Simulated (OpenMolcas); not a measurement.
**Co3+: moving or changing the point charges**

Co3+ among 6 point charges of -2.2 e arranged as a tetragonal octahedron (D4h), 1.83 Å from the ion, with the axial distance 1.995 Å. The active orbitals were held to one l.

```yaml
Program: OpenMolcas
Method: CASSCF
Basis: ANO-RCC-VDZP [5s4p2d1f]
Scalar_Hamiltonian: DKH2, point nucleus
Active_space: 6 electrons in 5 orbitals (3d)
State_averaging: 2S+1 = 5 even, 5 roots; 2S+1 = 3 even, 45 roots; 2S+1 = 1 even, 50 roots
Spin-orbit_coupling: state interaction with AMFI integrals over the reference wave functions
```

Runs around this geometry, states (labels of D4, the rotations of D4h). Energies in cm-1 above the lowest state or level, χT in cm3 K/mol.

| R (Å) | Axial / equatorial distance | Ground state | First state of that spin | First gap with spin-orbit (degeneracies) | χT at 300 K | First state of another spin |
| --- | --- | --- | --- | --- | --- | --- |
| 1.74 | 1.09 | 5E | 5B2 2525 | 90.2 (2, 1) | 3.964 | 3E 22506 |
| 1.83 | 1.09 | 5E | 5B2 2227 | 82.0 (2, 1) | 4.037 | 3E 23432 |
| 1.83 | 1.18 | 5E | 5A1 2952 | 81.1 (2, 1) | 4.075 | 3E 23616 |

Taking the first state of the same spin as R^-n, n = -ln(2227 / 2525) / ln(1.83 / 1.74) = 2.5 between the shortest and longest distance.

An orbital doublet at a regular site is open to a Jahn-Teller distortion, which this geometry leaves out. Without dynamic correlation the repulsion within the d shell is too large (B by tens of per cent), so at a given field states of lower spin stand too high. Point charges give a weaker field than real ligands, and real ions of this kind are often low spin; the high spin found here belongs to the model. This is an electrostatic model: the charges have no orbitals. No measured value stands beside these numbers.
